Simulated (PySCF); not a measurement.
ZnBr, SMILES [Zn+][Br], charge +1. The structure is a stationary point at PBE-D3(BJ)/def2-TZVP. The multiplicity is an assumed one; other spin states were not compared.

Calculation: PBE-D3(BJ)/def2-TZVP (PySCF).

Harmonic wavenumbers (cm⁻¹): 321. Rotational constants (GHz): 2.884 (linear); symmetry number 1.

Task: Work out the zero-point energy and the ideal-gas rigid-rotor harmonic-oscillator thermochemistry at 298.15 K and 1 atm.

Result: ZPE = ½ Σ hcν = ½ × 321 cm⁻¹ = 1.92 kJ/mol. H − E(el) = 11.63 kJ/mol. Entropy in J/(mol K): translation 170.84, rotation 72.13, vibration 5.46, total 248.43. G − E(el) = -62.44 kJ/mol. Cp = 35.94 J/(mol K).
